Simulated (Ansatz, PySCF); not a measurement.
Spectroscopic constants of YF, closed-shell singlet (the spin of the measured ground state). No spin–orbit coupling.

Constants: fifth-degree fit in 1/R to seven points, most abundant isotopes. In def2 and cc sets the state is the lowest found near the PBE0 minimum, followed along R. The singlet is held restricted. HF and MP2 rows in def2 and cc sets belong to the determinant that coupled cluster picked by its CCSD energy.

Correlated levels freeze the inner cores; with def2 sets outer-core shells near the valence are correlated too. CBS(a, b) extrapolates the correlation energy as X⁻³ and adds the Hartree–Fock energy of set b. Rows in LANL2DZ carry no dispersion term and start afresh at each structure. LANL2DZ brings its own core potentials from Na on.

Programs: Ansatz (Gaussian orbitals); PySCF for LANL2DZ rows. Values without a source in brackets are computed. In def2 rows elements past Kr take small-core potentials, without spin–orbit coupling.

D_e counts from each atom's lowest state at the same level, without counterpoise or zero-point energy.

```json
[
 {"level": "SVWN5/def2-TZVPP", "r_e (Å)": "1.904", "ω_e (cm⁻¹)": "(withheld)", "ω_e x_e (cm⁻¹)": "2.8", "D_e (eV)": "8.08", "dipole (D)": "1.83"},
 {"level": "B3LYP/LANL2DZ", "r_e (Å)": "1.965", "ω_e (cm⁻¹)": "653", "ω_e x_e (cm⁻¹)": "2.7", "D_e (eV)": "-", "dipole (D)": "2.39"},
 {"level": "MP2/def2-TZVPP", "r_e (Å)": "1.938", "ω_e (cm⁻¹)": "630", "ω_e x_e (cm⁻¹)": "2.6", "D_e (eV)": "-", "dipole (D)": "-"},
 {"level": "MP2/def2-QZVPP", "r_e (Å)": "1.931", "ω_e (cm⁻¹)": "631", "ω_e x_e (cm⁻¹)": "2.4", "D_e (eV)": "-", "dipole (D)": "-"},
 {"level": "CCSD/def2-TZVPP", "r_e (Å)": "1.944", "ω_e (cm⁻¹)": "627", "ω_e x_e (cm⁻¹)": "2.5", "D_e (eV)": "6.80", "dipole (D)": "-"},
 {"level": "CCSD/def2-QZVPP", "r_e (Å)": "1.937", "ω_e (cm⁻¹)": "629", "ω_e x_e (cm⁻¹)": "2.3", "D_e (eV)": "6.90", "dipole (D)": "-"},
 {"level": "CCSD(T)/def2-TZVPP", "r_e (Å)": "1.944", "ω_e (cm⁻¹)": "627", "ω_e x_e (cm⁻¹)": "2.6", "D_e (eV)": "6.96", "dipole (D)": "-"},
 {"level": "CCSD(T)/CBS(def2-TZVPP, def2-QZVPP)", "r_e (Å)": "(withheld)", "ω_e (cm⁻¹)": "(withheld)", "ω_e x_e (cm⁻¹)": "2.2", "D_e (eV)": "7.12", "dipole (D)": "-"}
]
```

Task: Complete the blanks.

Result: 
- CCSD(T)/CBS(def2-TZVPP, def2-QZVPP), r_e (Å): 1.934
- CCSD(T)/CBS(def2-TZVPP, def2-QZVPP), ω_e (cm⁻¹): 628
- SVWN5/def2-TZVPP, ω_e (cm⁻¹): 662

Measured for the ground state: r_e 1.9257 Å, ω_e x_e 2.5 cm-1, B_e 0.29042 cm-1, α_e 0.00163 cm-1 [Huber and Herzberg (1979), NIST Chemistry WebBook]. D_0 7.064 ± 0.14 eV (a handbook's tabulated 298 K bond energy less 3RT/2; such tables hold older values) [Luo, bond dissociation energies, CRC Handbook]. dipole 1.82 D [compilation of Liu, Meijer and Pérez-Ríos].

Doubts at one or more of the structures used: a restricted determinant that unrestricted orbitals would lower (MP2/def2-TZVPP, MP2/def2-QZVPP, CCSD/def2-TZVPP, CCSD/def2-QZVPP, CCSD(T)/def2-TZVPP, CCSD(T)/CBS(def2-TZVPP, def2-QZVPP)).

Ansatz is an electronic-structure program.
